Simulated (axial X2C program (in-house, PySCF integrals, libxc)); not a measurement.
Low determinants of TaSi⁻ at the PBE0 level, two-component

Computed with an in-house all-electron X2C program for linear molecules (integrals from PySCF). Two-component (2c) means X2C with spin–orbit coupling and atomic mean-field two-electron Coulomb and Gaunt terms. Basis: Ta dyall-acv3z [14s15p10d7f4g], Si dyall-av3z [9s8p3d2f] (cores contracted in-house); Gaussian nuclei, density fitting, unrestricted open shells. Masses: Ta 180.948 u, Si 27.977 u.

Search at 2.291 Å (vertical energies from the lowest determinant):

```
ΔE (eV)  state  electrons beyond evenly filled partner blocks  electrons in ±ω = 1/2, 3/2, 5/2, 7/2
   0.00  Ω = 1                              ω = -1/2, ω = 3/2                             53 25 8 2
   0.37  Ω = 0                                           none                             54 24 8 2
   0.39  Ω = 3                               ω = 1/2, ω = 5/2                             53 24 9 2
   0.40  Ω = 2                               ω = 1/2, ω = 3/2                             53 25 8 2
   0.54  Ω = 3                                    2 × ω = 3/2                             54 24 8 2
   0.62  Ω = 1                              ω = -3/2, ω = 5/2                             52 25 9 2
   0.82  Ω = 2                              ω = -1/2, ω = 5/2                             53 24 9 2
```

Lowest determinant, Ω = 1 (⟨Sz⟩ = -0.96, ⟨Lz⟩ = 1.96 at PBE0): Re = 2.279 Å, ωe = 406.8 cm⁻¹.

The determinant in row 2 of the search, Ω = 0 (closed shell), was followed along the bond at PBE0; measured from the minimum of the lowest determinant it gives:

Te = 0.332 eV (2675 cm⁻¹), Re = 2.223 Å, ωe = 480.9 cm⁻¹.

Compare the bond of the determinant in row 2 with that of the lowest one.

At PBE0 its Re is 0.056 Å shorter and its force constant, which goes as ωe², is 1.40 times that of the lowest determinant. T0 ≈ Te + Δωe/2 = 2675 + (37) = 2712 cm⁻¹.

The search compares states at one distance, so a state with another bond length can lie lower; it is not exhaustive and yields mostly the lowest determinant of each block pattern, so other components and higher states of one pattern are missing. These are energies of single determinants, not of spin-adapted states; PBE0 term energies can be off by some tenths of an eV, and the functional has no current term. Open-shell Ω = 0 determinants with evenly filled partner blocks cannot be reached by this program, so the Ω shown need not be the lowest component. The lowest determinant need not be the ground state where others lie within half an eV. For an anion, determinants above electron detachment are held by the basis set.
